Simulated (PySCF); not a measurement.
A run for PySCF: R-M06-2X/def2-TZVPPD on GeH4 (SMILES [GeH4]).

```python
from pyscf import gto, dft

mol = gto.M(
    atom='''
    Ge   -0.01795136    0.34725735    3.80615653
    H    -0.02131715    1.69753831    3.07697718
    H     1.22983790   -0.45370827    3.40845054
    H    -1.28029510   -0.44411936    3.43827659
    H     0.00387972    0.59053613    5.32567852
    ''',
    basis='def2-tzvppd',
    charge=0, spin=0, verbose=4, max_memory=1800)
mf = dft.RKS(mol, xc='m062x').density_fit(auxbasis='def2-universal-jkfit')
mf.grids.level = 4
mf.conv_tol = 1e-9
mf.max_cycle = 150
mf.kernel()
mf.dip_moment()
```

Program output:

```
PySCF version 2.14.0

[INPUT] verbose = 4
[INPUT] num. atoms = 5
[INPUT] num. electrons = 36
[INPUT] charge = 0
[INPUT] spin (= nelec alpha-beta = 2S) = 0
[INPUT] symmetry False subgroup None
[INPUT] Mole.unit = angstrom
[INPUT] Symbol           X                Y                Z      unit          X                Y                Z       unit  Magmom
[INPUT]  1 Ge    -0.017951360000   0.347257350000   3.806156530000 AA   -0.033923153963   0.656221286242   7.192593428925 Bohr   0.0
[INPUT]  2 H     -0.021317150000   1.697538310000   3.076977180000 AA   -0.040283575256   3.207882491857   5.814644161737 Bohr   0.0
[INPUT]  3 H      1.229837900000  -0.453708270000   3.408450540000 AA    2.324056808610  -0.857384370750   6.441038029726 Bohr   0.0
[INPUT]  4 H     -1.280295100000  -0.444119360000   3.438276590000 AA   -2.419407097623  -0.839263957017   6.497401095603 Bohr   0.0
[INPUT]  5 H      0.003879720000   0.590536130000   5.325678520000 AA    0.007331608240   1.115951552361  10.064073830279 Bohr   0.0

nuclear repulsion = 45.368333323471
number of shells = 46
number of NR pGTOs = 182
number of NR cGTOs = 122
basis = def2-tzvppd
ecp = {}


******** <class 'pyscf.df.df_jk.DFRKS'> ********
method = DFRKS
initial guess = minao
damping factor = 0
level_shift factor = 0
DIIS = <class 'pyscf.scf.diis.CDIIS'>
diis_start_cycle = 1
diis_space = 8
diis_damp = 0
SCF conv_tol = 1e-09
SCF conv_tol_grad = None
SCF max_cycles = 150
direct_scf = False
XC library pyscf.dft.libxc version 7.1.2
    S. Lehtola, C. Steigemann, M. J. T. Oliveira, and M. A. L. Marques,  SoftwareX 7, 1–5 (2018)
XC functionals = m062x
    Y. Zhao and D. G. Truhlar,  Theor. Chem. Acc. 120, 215 (2008)
    Y. Zhao and D. G. Truhlar,  Theor. Chem. Acc. 120, 215 (2008)
radial grids:
    Treutler-Ahlrichs [JCP 102, 346 (1995); DOI:10.1063/1.469408] (M4) radial grids

becke partition: Becke, JCP 88, 2547 (1988); DOI:10.1063/1.454033
pruning grids: <function nwchem_prune>
grids dens level: 4
symmetrized grids: False
atomic radii adjust function: <function treutler_atomic_radii_adjust>
small_rho_cutoff = 0
Set gradient conv threshold to 3.16228e-05
Initial guess from minao.
tot grids = 93024
******** <class 'pyscf.df.df.DF'> ********
auxbasis = def2-universal-jkfit
init E= -2078.52531955738
  HOMO = -0.36763758127911  LUMO = 0.0126451331834669  gap/eV = 10.34802
cycle= 1 E= -2079.36379151734  delta_E= -0.838  |g|= 0.389  |ddm|= 1.67
  HOMO = -0.407527805857362  LUMO = 0.0207463652668318  gap/eV = 11.65393
cycle= 2 E= -2079.36808753011  delta_E= -0.0043  |g|= 0.378  |ddm|= 0.342
  HOMO = -0.397819607865951  LUMO = 0.0240447879088572  gap/eV = 11.47951
cycle= 3 E= -2079.37718508338  delta_E= -0.0091  |g|= 0.0135  |ddm|= 0.165
  HOMO = -0.395858286035272  LUMO = 0.0246736634078468  gap/eV = 11.44326
cycle= 4 E= -2079.37726060707  delta_E= -7.55e-05  |g|= 0.0024  |ddm|= 0.0195
  HOMO = -0.396546313264122  LUMO = 0.0244949217285244  gap/eV = 11.45712
cycle= 5 E= -2079.37726220786  delta_E= -1.6e-06  |g|= 0.000553  |ddm|= 0.00566
  HOMO = -0.396416005067453  LUMO = 0.024532022987148  gap/eV = 11.45458
cycle= 6 E= -2079.37726230079  delta_E= -9.29e-08  |g|= 7.96e-05  |ddm|= 0.000685
  HOMO = -0.3964157462738  LUMO = 0.0245305871630368  gap/eV = 11.45453
cycle= 7 E= -2079.37726230294  delta_E= -2.15e-09  |g|= 5.32e-06  |ddm|= 0.000213
  HOMO = -0.396417291314679  LUMO = 0.0245301584427882  gap/eV = 11.45456
cycle= 8 E= -2079.37726230296  delta_E= -2.5e-11  |g|= 7.54e-07  |ddm|= 1.31e-05
  HOMO = -0.396417056106393  LUMO = 0.0245301283128621  gap/eV = 11.45456
Extra cycle  E= -2079.37726230296  delta_E= 1.82e-12  |g|= 2.69e-07  |ddm|= 1.83e-06
converged SCF energy = -2079.37726230296
Dipole moment(X, Y, Z, Debye): -0.00411, -0.00142, -0.02673
```

The run converged.

Cost: about 10 core-seconds (a rough figure).
